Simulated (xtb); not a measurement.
Cl₄Te, charge -1, doublet, from a rough starting geometry (a state made from the parent by changing its charge; the spin is typed, not shown lowest); GFN2-xTB in xtb 6.7.1.

Here is a job for xtb.
```
$ xtb mol.xyz --gfn 2 --chrg -1 --uhf 1 --opt vtight --json

# file mol.xyz
5

Te     0.03241269     0.04838787     0.67591564
Cl     1.19057738    -1.52900798    -0.50475588
Cl     1.86113633     1.51592348     0.20657130
Cl    -1.16513069     1.47741363    -0.55582980
Cl    -1.88206083    -1.43863008     0.20866583
```

What the program printed (banner, timings and long lists left out):

```
   ID    Z sym.   atoms
    1   52 Te     1
    2   17 Cl     2-5

           -------------------------------------------------
          |                Calculation Setup                |
           -------------------------------------------------

           -------------------------------------------------
          |                 G F N 2 - x T B                 |
           -------------------------------------------------

          ...................................................
          :                      SETUP                      :
          :.................................................:
          :  # basis functions                  50          :
          :  # atomic orbitals                  45          :
          :  # shells                           15          :
          :  # electrons                        35          :
          :  max. iterations                   250          :
          :  Hamiltonian                  GFN2-xTB          :
          :  restarted?                      false          :
          :  GBSA solvation                  false          :
          :  PC potential                    false          :
          :  electronic temp.          300.0000000     K    :
          :  accuracy                    1.0000000          :
          :  -> integral cutoff          0.2500000E+02      :
          :  -> integral neglect         0.1000000E-07      :
          :  -> SCF convergence          0.1000000E-05 Eh   :
          :  -> wf. convergence          0.1000000E-03 e    :
          :  Broyden damping             0.4000000          :
          :  net charge                         -1          :
          :  unpaired electrons                  1          :
          ...................................................

 iter      E             dE          RMSdq      gap      omega  full diag
   1    -21.5897784 -0.215898E+02  0.926E+00    0.36       0.0  T
   2    -21.5955752 -0.579675E-02  0.681E+00    0.23       1.0  T
   3    -21.5743495  0.212257E-01  0.345E+00    0.20       1.0  T
   4    -21.5566134  0.177361E-01  0.310E+00    0.25       1.0  T
   5    -21.5760903 -0.194769E-01  0.355E+00    0.23       1.0  T
   6    -21.5979645 -0.218742E-01  0.167E+00    0.23       1.0  T
   7    -21.5976283  0.336237E-03  0.176E+00    0.22       1.0  T
   8    -21.5960755  0.155272E-02  0.201E+00    0.23       1.0  T
   9    -21.6010186 -0.494311E-02  0.561E-01    0.23       1.0  T
[...]
 * total energy  :   -21.6703584 Eh     change       -0.2212824E-02 Eh
 * total energy  :   -21.6725346 Eh     change       -0.2176222E-02 Eh
 * total energy  :   -21.6749451 Eh     change       -0.2410486E-02 Eh
 * total energy  :   -21.6761736 Eh     change       -0.1228456E-02 Eh
 * total energy  :   -21.6777008 Eh     change       -0.1527229E-02 Eh
 * total energy  :   -21.6781369 Eh     change       -0.4360970E-03 Eh
 * total energy  :   -21.6783035 Eh     change       -0.1666082E-03 Eh
 * total energy  :   -21.6783935 Eh     change       -0.8998855E-04 Eh
 * total energy  :   -21.6784395 Eh     change       -0.4599554E-04 Eh
 * total energy  :   -21.6784430 Eh     change       -0.3505348E-05 Eh
 * total energy  :   -21.6784440 Eh     change       -0.1010683E-05 Eh
 * total energy  :   -21.6784440 Eh     change       -0.2353582E-07 Eh
   *** GEOMETRY OPTIMIZATION CONVERGED AFTER 16 ITERATIONS ***
         :: total energy             -21.678444037151 Eh    ::
[...]
       ...                                ...                  ...
        45                          1.9523183              53.1253
      -------------------------------------------------------------
                  HL-Gap            0.1464246 Eh            3.9844 eV
             Fermi-level           -0.1987298 Eh           -5.4077 eV

     #   Z          covCN         q      C6AA      α(0)
     1  52 Te       3.179     0.272   400.374    36.981
     2  17 Cl       0.795    -0.318   109.229    15.988
     3  17 Cl       0.795    -0.318   109.237    15.988
     4  17 Cl       0.795    -0.318   109.233    15.988
     5  17 Cl       0.795    -0.318   109.225    15.987

 Mol. C6AA /au·bohr⁶  :       3798.807961
 Mol. C8AA /au·bohr⁸  :     220989.478103
 Mol. α(0) /au        :        100.932894

Wiberg/Mayer (AO) data.
largest (>0.10) Wiberg bond orders for each atom

 ---------------------------------------------------------------------------
     #   Z sym  total        # sym  WBO       # sym  WBO       # sym  WBO
 ---------------------------------------------------------------------------
     1  52 Te   3.679 --     5 Cl   0.920     2 Cl   0.920     4 Cl   0.920
                             3 Cl   0.919
     2  17 Cl   1.112 --     1 Te   0.920
     3  17 Cl   1.112 --     1 Te   0.919
     4  17 Cl   1.112 --     1 Te   0.920
     5  17 Cl   1.112 --     1 Te   0.920
 ---------------------------------------------------------------------------

Topologies differ in total number of bonds
Writing topology from bond orders to xtbtopo.mol

molecular dipole:
                 x           y           z       tot (Debye)
 q only:       -0.015      -0.038       0.298
   full:       -0.015      -0.041       0.434       1.108
molecular quadrupole (traceless):
                xx          xy          yy          xz          yz          zz
 q only:       -6.933       0.000      -6.917       0.032      -0.537      13.851
  q+dip:      -10.041      -0.004     -10.018       0.046      -0.778      20.059
   full:      -10.399      -0.004     -10.374       0.048      -0.805      20.773

optimized geometry written to: xtbopt.xyz

           -------------------------------------------------
          | TOTAL ENERGY              -21.678444037151 Eh   |
          | GRADIENT NORM               0.000101386311 Eh/α |
          | HOMO-LUMO GAP               3.984415212963 eV   |
           -------------------------------------------------

normal termination of xtb
```
